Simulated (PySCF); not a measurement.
Two species compared at the same levels of theory.

First species: C3H9FSi2.
Z-matrix (Å and degrees, GFN2-xTB geometry), rows numbered from 1:
```
C 
C   1  1.3245
C   2  1.4966  1  120.27
F   3  1.3796  2  110.80  1   154.05
Si  2  1.8967  1  124.17  3   178.67
Si  5  2.3133  2  110.35  1  -103.73
H   1  1.0761  2  121.15  3   178.40
H   1  1.0806  2  122.80  3    -0.65
H   3  1.0954  2  112.85  1    34.57
H   3  1.0972  2  110.70  1   -88.50
H   5  1.4718  2  104.56  1    19.96
H   5  1.4702  2  105.98  1   131.92
H   6  1.4619  5  113.61  2   -73.65
H   6  1.4684  5  111.78  2    47.70
H   6  1.4676  5  110.43  2   165.88
```

Second species: C₆H₈.
InChI=1S/C6H8/c1-3-6-4-5(6)2/h3-4H,1-2H3/b6-3+

Levels: wB97X-D/def2-SVPD for dipole moment, HOMO energy, LUMO energy, HOMO–LUMO gap, static isotropic polarisability and electronic spatial extent ⟨r²⟩ about the centre of nuclear charge; TDDFT wB97X-D/def2-SVPD for lowest singlet excitation; TDA wB97X-D/def2-SVPD for lowest triplet excitation (Tamm–Dancoff); GFN2-xTB for rotational constant A and rotational constant C. Geometries: GFN2-xTB. All species are isolated and taken at one optimised geometry, non-relativistic unless stated. Electronic properties by PySCF.

Dipoles, sizes and rotational constants follow the conformer. The torsions of the flexible species, by atom-mapped SMILES:
- `[CH2:1]=[C:2]([CH2:3][F:4])[SiH2:5][SiH3:6]`: C1–C2–C3–F4 154°, C1–C2–Si5–Si6 -104°

Values for the first species:

| Item | Value |
| --- | --- |
| Dipole moment | 1.82 D |
| HOMO energy | -9.50 eV |
| LUMO energy | 1.13 eV |
| HOMO–LUMO gap | 10.63 eV |
| Lowest singlet excitation | 6.60 eV |
| Lowest triplet excitation (Tamm–Dancoff) | 4.27 eV |
| Static isotropic polarisability | 94.4 au |
| Electronic spatial extent ⟨r²⟩ about the centre of nuclear charge | 1074 bohr² |
| Rotational constant A | 2.836 GHz |
| Rotational constant C | 1.196 GHz |

Question: Estimate the same properties for the second species, and the change in each.

Answer: 
```json
{"property": "dipole moment", "first": "1.82 D", "second": "2.21 D", "second less first": "+0.39 D"}
{"property": "HOMO energy", "first": "-9.50 eV", "second": "-7.30 eV", "second less first": "+2.20 eV"}
{"property": "LUMO energy", "first": "1.13 eV", "second": "1.77 eV", "second less first": "+0.64 eV"}
{"property": "HOMO–LUMO gap", "first": "10.63 eV", "second": "9.07 eV", "second less first": "-1.56 eV"}
{"property": "lowest singlet excitation", "first": "6.60 eV", "second": "4.63 eV", "second less first": "-1.97 eV"}
{"property": "lowest triplet excitation (Tamm–Dancoff)", "first": "4.27 eV", "second": "3.53 eV", "second less first": "-0.74 eV"}
{"property": "static isotropic polarisability", "first": "94.4 au", "second": "72.6 au", "second less first": "-21.8 au"}
{"property": "electronic spatial extent ⟨r²⟩ about the centre of nuclear charge", "first": "1074 bohr²", "second": "752 bohr²", "second less first": "-322 bohr²"}
{"property": "rotational constant A", "first": "2.836 GHz", "second": "11.396 GHz", "second less first": "+8.560 GHz"}
{"property": "rotational constant C", "first": "1.196 GHz", "second": "1.665 GHz", "second less first": "+0.469 GHz"}
```

On the first: The polarisability is 13.99 Å³ as a volume (1 au = 0.148185 Å³), or 1.47 au for each of the 64 electrons. The principal polarisabilities are 83.9, 88.2 and 111.0 au; their mean is the isotropic value.

On the second: The principal polarisabilities are 50.3, 69.2 and 98.3 au; their mean is the isotropic value. No computed singlet falls in the visible range (750 to 380 nm, 1.65 to 3.26 eV); S1 lies 1.37 eV above its blue end.
